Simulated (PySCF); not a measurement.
Si(F)(OH)(SH)2 (FH₃OS₂Si), SMILES F[Si](S)(S)O.

The structure is a stationary point at PBE-D3(BJ)/def2-SVP. This is a generated structure with no PubChem entry under its InChIKey; it may be hypothetical. One conformer was computed; it need not be the lowest.

Two levels are set side by side: PBE/def2-TZVP (PySCF) and M06-2X/def2-TZVP (PySCF). Same geometry, gas phase. Differences are taken from unrounded values.

| quantity | PBE |
|---|---|
| orbital gap (eV) | 5.72 |
| highest occupied level (eV) | -6.66 |
| lowest empty level (eV) | -0.94 |
| dipole moment (D) | 1.86 |
| mean polarisability (bohr³) | 65.8 |

These are the PBE values. What does M06-2X give? (The exact figures need the calculation; the answer reports its results.)


```tsv
quantity	M06-2X	PBE minus M06-2X
orbital gap (eV)	9.99	-4.27
highest occupied level (eV)	-9.14	2.49
lowest empty level (eV)	0.85	-1.79
dipole moment (D)	1.91	-0.05
mean polarisability (bohr³)	62.8	3.0
```

Without exact exchange PBE keeps part of each electron's self-repulsion, which lifts occupied levels and narrows the gap. Loosely held outer electrons make PBE densities more polarisable. Differences between two approximate levels are no errors against the true value.

Rough cost on one machine, each run with all the roots and properties that it gave: M06-2X against PBE about 3 times.
